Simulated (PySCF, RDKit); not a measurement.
Complex: HF (SMILES F) (first 2 atoms) with SiH4 (SMILES [SiH4]); geometry from B3LYP-D3(BJ)/def2-TZVP, rigid monomers moved along the line of their centres of mass till H2···H4 is 1.59 Å.
(charge 0, multiplicity 1):
```xyz
7

F     -0.202    -0.429    -0.468
H     -0.101    -0.770     0.391
Si    -0.046     0.107     2.891
H      0.039    -1.045     1.950
H      1.041     1.055     2.576
H      0.107    -0.425     4.261
H     -1.365     0.752     2.728
```

Monomers are frozen at their geometry in the pair; levels with a basis set take the counterpoise correction. Rows marked so take none. RDKit's UFF carries no charges.

Rows in 3-21G, 6-31G* carry no dispersion term and start afresh at each structure (6-31G* with six Cartesian d functions).

The values were computed with PySCF for 3-21G rows, 6-31G* rows; RDKit for the force fields. 

Question: One of these levels gives 0.93 kcal/mol for the interaction energy. Name it.
(A) BP86/6-31G* (no counterpoise)
(B) UFF
(C) HF/6-31G* (no counterpoise)
(D) HF/3-21G (no counterpoise)

Answer: C, HF/6-31G* (no counterpoise). The others give 56.25 (UFF), -0.03 (HF/3-21G (no counterpoise)), -1.41 (BP86/6-31G* (no counterpoise))
